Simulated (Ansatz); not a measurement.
Gas-phase electronic energies from Ansatz, PBE0-D4/def2-TZVP geometries. CCSD(T)/CBS adds triple-zeta CCSD(T) − MP2 to the extrapolated MP2 energy (def2 sets, frozen cores). This one scheme is used for every species. DFT in def2-TZVPP. B3LYP here is the variant with VWN-RPA as its local correlation; programs differ in this. Each species was taken in one conformer, which may not be the lowest.

Reaction (cleavage of the Si–B bond): `B[Si](F)(F)F` + `O[SiH](O)O` → `O[SiH](O)O[Si](F)(F)F` + BH₃

```csv
level,ΔE (kJ/mol),difference from CCSD(T)/CBS
r2SCAN-D4,-152.3,2.6
PBE0-D4,-141.6,13.3
r2SCANh-D4,-155.0,-0.1
ωB97M-V,-153.8,1.1
revPBE,-120.9,34.0
BLYP,-135.6,19.3
B3LYP,-146.4,8.5
r2SCANh,-153.1,1.8
LC-ωPBE,-140.3,14.6
RPA@PBE/def2-TZVPP,-154.3,0.6
MP2/def2-TZVPP,-161.0,-6.1
CCSD/def2-TZVPP,-158.6,-3.7
CCSD(T)/def2-TZVPP,-155.8,-0.9
HF/def2-QZVPP,-181.6,-26.7
HF/CBS(def2),-182.0,-27.1
MP2/CBS(def2),-160.1,-5.2
CCSD(T)/CBS,-154.9,0
```

Largest T1 diagnostic among the species: 0.012.

In def2-TZVPP, CCSD(T) changes the Hartree–Fock value by +22.6 kJ/mol (the triples alone add +2.8 kJ/mol) and MP2 by +17.4 kJ/mol. From PBE to PBE0 (25 % exact exchange), in def2-TZVPP and without D4, ΔE moves by −13.5 kJ/mol. The D4 term adds −7.8 kJ/mol with B3LYP and −4.7 kJ/mol with PBE0; it sums over pairs of atoms, weighted by their polarisabilities, and B3LYP, whose exchange is more repulsive, gets the larger term.
